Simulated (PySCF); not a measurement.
## Sulfur: a sound run and one with changed settings

Sound run: S⁺ [Ne] 3s2 3p3, S²⁺ [Ne] 3s2 3p2. Calculation: PySCF 2.14, in aug-cc-pV(D+d)Z (5s4p3d, 32 functions); no relativity, point nucleus. In the sound run the correlated levels freeze [Ne]. The sound run starts from symmetry-adapted Hartree-Fock orbitals and uses a fine grid where one is needed.

Changed run: a valence shell is frozen. This setting is unsound on purpose.

| species | method | sound run (hartree) | changed run (hartree) | converged |
| --- | --- | --- | --- | --- |
| S⁺ | MP2 | -397.23163 | -397.17739 | yes |
| S⁺ | CCSD(T) | -397.25328 | -397.18416 | yes |
| S²⁺ | MP2 | -396.37947 | -396.33060 | yes |
| S²⁺ | CCSD(T) | -396.40370 | -396.33343 | yes |

Ionisation energy of S⁺:

```
 method  sound run (eV)  changed run (eV)
    UHF          22.722            22.722
    MP2          23.189            23.042
SCS-MP2          23.025            22.829
   CCSD          23.109            23.148
CCSD(T)          23.118            23.150
```

Freezing a valence shell removes pair correlation that changes on ionisation.

For comparison, NIST gives 23.338 eV between the lowest levels.
